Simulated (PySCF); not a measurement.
BClHI, SMILES ClBI.

Coordinates come from a B3LYP-D3(BJ)/def2-TZVP optimisation. The def2 effective core potentials stand for the cores of I; spin–orbit coupling is left out.

Method: B3LYP/def2-TZVPD run with PySCF.

Isolated molecule, no solvent.

```
Property                                                                                                       Result
---------------------------------------------------------------------------------------------  ----------------------
total energy                                                                                       -783.55075 hartree
point group                                                                                                        Cs
highest occupied level                                                                                       -7.60 eV
lowest empty level                                                                                           -2.30 eV
orbital gap                                                                                                   5.30 eV
dipole moment                                                                                               0.071 e·Å
quadrupole, principal values (traceless, Buckingham form, about the centre of nuclear charge)   -1.63, 0.29, 1.34 D·Å
mean static polarisability                                                                       65.2 bohr³ (9.67 Å³)
polarisability, principal values                                                               50.2, 57.7, 87.8 bohr³
```
